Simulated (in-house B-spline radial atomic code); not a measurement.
The numbers below are computed, except where a source is named.
**Making a Troullier-Martins s channel for Ru, r_c = 2.46 bohr**

Ru, [Kr] 4d7 5s1, non-relativistic LDA (VWN5), spherical and spin-unpolarised, from a B-spline radial code for spherical atoms (atomic units). The all-electron 5s level is ε = -0.152834 hartree, its outermost node lies just inside 1.29 bohr and its outer maximum at 2.83 bohr.

Inside r_c the pseudo-orbital is u(r) = r^1 exp(p(r)), with p = c0 + c2 r² + c4 r⁴ + … + c12 r¹². The seven coefficients follow from p and its first four derivatives at r_c, from zero curvature of the screened potential at the origin, c4 = −c2²/(2l + 5), and from the norm inside r_c. At r_c the all-electron orbital has P = 0.5709921, P' = 0.126578, the screened potential V = -0.5287103, V' = 0.5184983, V'' = -0.7898054, and the norm inside is Q = 0.2212139.

(1) What are p, p' and p'' at r_c?

For a trial c2 the five matching conditions are linear in c0, c6, c8, c10 and c12, and c2 is varied until the norm inside r_c equals Q. The root nearest zero gives:

```
 n            c_n
 0        -2.4788
 2      0.4636951
 4    -0.04300263
 6   -0.006412837
 8    0.001221514
10  -5.015795e-05
12  -4.670392e-07
```

(2) Check c4 and p(r_c), and find the screened pseudopotential at the origin.

Orbitals and screened potentials:

```
r (bohr)        P        u  V all-electron  V pseudo
   0.246   0.1281  0.02121           -78.2     1.237
   0.615   -0.167  0.06105          -14.79     1.198
   0.984  -0.2131   0.1236          -5.376    0.9933
   1.353  0.06499   0.2235          -2.437    0.5025
   1.722   0.3259   0.3595          -1.302   -0.1682
   2.091   0.4907   0.4922         -0.7903   -0.5982
    2.46    0.571    0.571         -0.5287   -0.5287
```

Logarithmic derivatives P'/P at R = 2.76 bohr, for energies E around ε:

| E − ε (hartree) | all-electron | pseudo |
| --- | --- | --- |
| -0.5 | 0.736213 | 0.72846 |
| -0.25 | 0.428889 | 0.425987 |
| -0.1 | 0.204693 | 0.204074 |
| 0 | 0.0314767 | 0.0314771 |
| 0.1 | -0.167134 | -0.168108 |
| 0.25 | -0.531653 | -0.540798 |
| 0.5 | -1.46107 | -1.54919 |

(3) With P(R) = 0.5917714 and a norm of 0.3235685 inside R, what slope in energy does norm conservation fix?

Results:

(1) p = ln(P/r_c^1) = ln(0.5709921/2.46) = -1.46054. p' = P'/P − 1/r_c = 0.22168 − 0.40650 = -0.18482. The radial equation gives p'' = 2(V − ε) − 2(1) p'/r_c − p'² = -0.75175 − (-0.15026) − 0.03416 = -0.63565. Differentiating, p''' = 2V' + 2(1)p'/r_c² − 2(1)p''/r_c − 2p'p'' = 1.2577, and p'''' = 2V'' − 4(1)p'/r_c³ + 4(1)p''/r_c² − 2(1)p'''/r_c − 2p''² − 2p'p''' = -3.3158.

(2) −c2²/5 = -0.0430026, as listed. The terms c_n r_c^n are -2.47880, 2.80610, -1.57484, -1.42122, 1.63825, -0.40709, -0.02294, which sum to -1.46054. Inverting the radial equation, V_l(r) = ε + 1 p'/r + (p'' + p'²)/2, so V_l(0) = ε + (2l + 3) c2 = -0.152834 + 3 × (0.463695) = 1.2383 hartree, finite where the all-electron potential diverges.

(3) d(P'/P)/dE = −2 × (norm inside R)/P(R)² = -1.8479 per hartree·bohr at E = ε, for both atoms, since orbital and norm agree at R. Differences over ±0.1 hartree give -1.8591 (all-electron) and -1.8609 (pseudo), which also hold third-order terms. Half a hartree below ε the two curves differ by -0.0078.
